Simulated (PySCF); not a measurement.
**SnHF + H₂O → HSn(OH) + HF**

Level: PBE0 in the def2-TZVP basis family, computed in PySCF with density fitting; scalar-relativistic core potentials for atoms from Rb on, none lighter, no spin–orbit coupling; open shells unrestricted.

| species | state and structure | E (Eh) | ZPE (kJ/mol) | H(298 K) − H(0) (kJ/mol) | S° (J/(mol K)) |
| --- | --- | --- | --- | --- | --- |
| SnHF | singlet, Cs, Sn–F 1.945 Å, Sn–H 1.785 Å; F–Sn–H 93.3° | -314.71496 | 17.4 | 10.8 | 262.1 |
| H₂O | singlet, C2v, O–H 0.960 Å (×2); H–O–H 105.1° | -76.37736 | 56.5 | 9.9 | 188.7 |
| HSn(OH) | singlet, Cs, O–H 0.960 Å, Sn–H 1.795 Å, Sn–O 1.981 Å; H–O–Sn 114.3°, H–Sn–O 94.2° | -290.68742 | 48.3 | 11.5 | 266.1 |
| HF | singlet, C∞v, H–F 0.920 Å | -100.39188 | 24.9 | 8.7 | 173.6 |

Q: What is the electronic reaction energy?

A: At PBE0/def2-TZVP, ΔE = 34.2 kJ/mol from the differences of the total energies times 2625.5, uphill. 

Q: Add zero-point, thermal and entropy terms for 298.15 K and 1 bar.

A: ΔZPE = -0.7 and Δ[H(298) − H(0)] = -0.5 kJ/mol give ΔH° = 33.0 kJ/mol. ΔS° = -11.1 J/(mol K), so ΔG° = 33.0 − 298.15 × (-0.0111) = 36 kJ/mol and log₁₀K = -6.4.

Only the bonding shown was studied: isomers, or loss of a ligand pair, can lie lower.
